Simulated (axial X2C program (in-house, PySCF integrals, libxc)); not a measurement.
## Which molecule has these constants?

Calculated with an in-house all-electron X2C program for linear molecules (integrals from PySCF), spin-free (one-electron X2C) or two-component (2c: spin–orbit coupling with atomic mean-field Coulomb and Gaunt terms, which also bring small scalar terms), in Dyall basis sets with cores contracted in-house; open shells are unrestricted.

A two-component PBE0 calculation in a Dyall 3-zeta basis gave Re = 1.819 Å, ωe = 1690.2 cm⁻¹, dipole magnitude 1.15 D, Ω = 3/2.

Question: Which molecule is it?
A. HfH
B. PbH
C. OsH
D. AuH
E. ReH

Answer: A. The others have OsH 1.578 Å and 2256.6 cm⁻¹ (Ω = 5/2); AuH 1.532 Å and 2276.0 cm⁻¹ (Ω = 0); PbH 1.847 Å and 1556.5 cm⁻¹ (Ω = 1/2); ReH 1.628 Å and 2119.8 cm⁻¹ (Ω = 2).

Each entry is the lowest single determinant of a limited PBE0 search at one distance. De goes to single-determinant-based atoms at the same level (for ions the charge split of lowest energy) and is withheld (n/a) where an atom does not fit its ground term or J level. Main or longest-lived isotopes. One determinant is a doubtful description, or other states lie close, for HfH, OsH, ReH; these need not be ground states, and all values refer to the states named. Some open-shell Ω = 0 determinants are out of reach, so the Ω given for ReH need not be the lowest component. With several unpaired electrons the Ω given is that of one determinant, not necessarily of the lowest component. The functionals have no current term, which raises determinants with orbital currents.
